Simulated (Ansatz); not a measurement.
Relaxation of Sn₄Se₄ with RKS PBE-D4/def2-SVP.

```sh
$ ansatz run in.yaml --threads 4 --pin off --events-out ev --progress --plain --max-ram 6963MiB
```

```yaml
crystal:
  periodic: [false, false, false]
  atoms:
    - {symbol: Sn, position_ang: [-1.133500, -0.081640, -2.054250]}
    - {symbol: Sn, position_ang: [-0.542040, -1.895900, 1.266710]}
    - {symbol: Sn, position_ang: [2.309450, 0.047450, -0.388710]}
    - {symbol: Sn, position_ang: [-0.633550, 1.930130, 1.174680]}
    - {symbol: Se, position_ang: [-2.382950, -0.045000, 0.401120]}
    - {symbol: Se, position_ang: [1.172570, 0.080160, 2.114930]}
    - {symbol: Se, position_ang: [0.655180, -1.990540, -1.206910]}
    - {symbol: Se, position_ang: [0.554840, 1.955330, -1.307570]}
basis:
  gaussian: {orbitals: def2-SVP}
hamiltonian: {xc: pbe, dispersion: d4}
scf: {lower_state_search: "off"}
output: {orbitals: {seedname: orbitals}}
relax: {f_tol: 0.03, max_steps: 70}
```

Hardware: 4 threads of Arm Neoverse V1 on a shared host. Wall time 19 s.

Positions (Å) and forces (eV/Å) at steps 1, 2, 3 of 3:

```xyz
8
step=1 energy=-284665.7144 eV
Sn   -1.133   -0.082   -2.054   -0.120   -0.004   -0.168
Sn   -0.542   -1.896    1.267   -0.055   -0.181    0.124
Sn    2.309    0.047   -0.389    0.229    0.006   -0.037
Sn   -0.634    1.930    1.175   -0.057    0.177    0.100
Se   -2.383   -0.045    0.401   -0.335   -0.010    0.039
Se    1.173    0.080    2.115    0.164    0.016    0.302
Se    0.655   -1.991   -1.207    0.093   -0.289   -0.179
Se    0.555    1.955   -1.308    0.081    0.285   -0.182
8
step=2 energy=-284665.6825 eV rejected
Sn   -1.137   -0.077   -2.046    0.064   -0.003    0.086
Sn   -0.546   -1.901    1.270    0.044    0.108   -0.076
Sn    2.321    0.048   -0.391   -0.147   -0.008    0.025
Sn   -0.637    1.929    1.168    0.041   -0.095   -0.052
Se   -2.495   -0.052    0.420    0.450    0.009   -0.070
Se    1.223    0.084    2.204   -0.222   -0.016   -0.399
Se    0.685   -2.077   -1.260   -0.124    0.380    0.234
Se    0.587    2.045   -1.367   -0.105   -0.374    0.251
8
step=3 energy=-284665.7455 eV
Sn   -1.142   -0.080   -2.061    0.001    0.000    0.002
Sn   -0.544   -1.907    1.274    0.001    0.002   -0.002
Sn    2.324    0.047   -0.390   -0.003    0.000   -0.001
Sn   -0.638    1.940    1.177    0.001   -0.002   -0.002
Se   -2.419   -0.049    0.407   -0.024   -0.001    0.004
Se    1.189    0.083    2.145    0.011    0.000    0.020
Se    0.664   -2.019   -1.226    0.007   -0.019   -0.010
Se    0.567    1.985   -1.326    0.006    0.019   -0.012
```

In the def2 sets Sn takes a core potential; there is no spin–orbit coupling. The structure comes from a short search, and lower isomers may exist.
